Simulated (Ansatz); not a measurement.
`CC(C)[O][GeH2][F]` and `CC(C)OB(N)N` differ in one atom or group.

Ansatz, PBE0-D4/def2-TZVP geometries, multiplicity 1. Each molecule was computed in one conformer, which needn't be the lowest.

Scalar relativity is left out up to krypton.

| property | `CC(C)[O][GeH2][F]` |
| --- | --- |
| HOMO energy (B3LYP/def2-TZVPP) / eV | -8.02 |
| LUMO energy (PBE0/def2-TZVPP) / eV | 0.52 |
| HOMO–LUMO gap (B3LYP/def2-TZVPP) / eV | 8.25 |
| LUMO energy (ωB97M-V/def2-TZVPP) / eV | 2.29 |
| size of the dipole moment (ωB97M-V/def2-TZVPP) / D | 1.90 |
| LUMO energy (B3LYP/def2-TZVPP) / eV | 0.23 |

(1) Give the same properties after the change, and the shifts. (Best estimate.)

Results:

(1) Computed: 
```csv
property,`CC(C)OB(N)N`,shift
HOMO energy (B3LYP/def2-TZVPP) / eV,-6.49,1.53
LUMO energy (PBE0/def2-TZVPP) / eV,0.86,0.34
HOMO–LUMO gap (B3LYP/def2-TZVPP) / eV,7.01,-1.24
LUMO energy (ωB97M-V/def2-TZVPP) / eV,2.18,-0.11
size of the dipole moment (ωB97M-V/def2-TZVPP) / D,1.40,-0.50
LUMO energy (B3LYP/def2-TZVPP) / eV,0.52,0.29
```

With PBE0 the HOMO rises by 1.51 eV and the LUMO rises by 0.34 eV, so the gap narrows by about 1.17 eV. PBE moves the HOMO by 1.41 eV and ωB97M-V by 1.54 eV. Dipoles are sizes alone; their direction can turn.

B3LYP here is the variant with VWN-RPA as its local correlation; programs differ in this.
